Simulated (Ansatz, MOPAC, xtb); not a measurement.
LiI (Lithium Iodide): methods side by side

LiI, singlet, SMILES `[Li][I]`. Each level relaxes the structure for itself.

Quantity: the equilibrium bond length, in Å. The values are calculated.

Measured value to compare with: Huber and Herzberg, Constants of Diatomic Molecules gives the equilibrium bond length of the gas as 2.392 Å.

| level | kind | program | value (Å) | computed − measured |
| --- | --- | --- | --- | --- |
| AM1 | semi-empirical | MOPAC | 2.392 | 0.000 |
| PM3 | semi-empirical | MOPAC | 2.190 | -0.202 |
| PM7 | semi-empirical | MOPAC | 2.355 | -0.037 |
| GFN2-xTB | semi-empirical | xtb | 2.504 | +0.112 |
| SVWN5/def2-TZVP (core potential) | LDA | Ansatz | 2.370 | -0.022 |
| PBE-D3(BJ)/def2-TZVP (core potential) | GGA | Ansatz | 2.395 | +0.003 |
| r2SCAN/def2-TZVP (core potential) | meta-GGA | Ansatz | 2.401 | +0.009 |
| B3LYP-D4/def2-TZVP (core potential) | global hybrid | Ansatz | 2.393 | +0.001 |
| wB97X-V/def2-TZVP (core potential) | range-separated hybrid | Ansatz | 2.391 | -0.001 |
| CCSD(T)/def2-TZVP (core potential) | coupled cluster or CI | Ansatz | 2.406 | +0.014 |

Nearest: AM1 (0.000 Å); farthest: PM3 (-0.202 Å). Computed less measured by kind, in Å (def2-TZVP rows): semi-empirical -0.202 to +0.112; LDA -0.022; GGA +0.003; meta-GGA +0.009; global hybrid +0.001; range-separated hybrid -0.001; coupled cluster or CI +0.014. In the correlated wave-function rows the outer d shell of I is correlated, in sets not made for it.
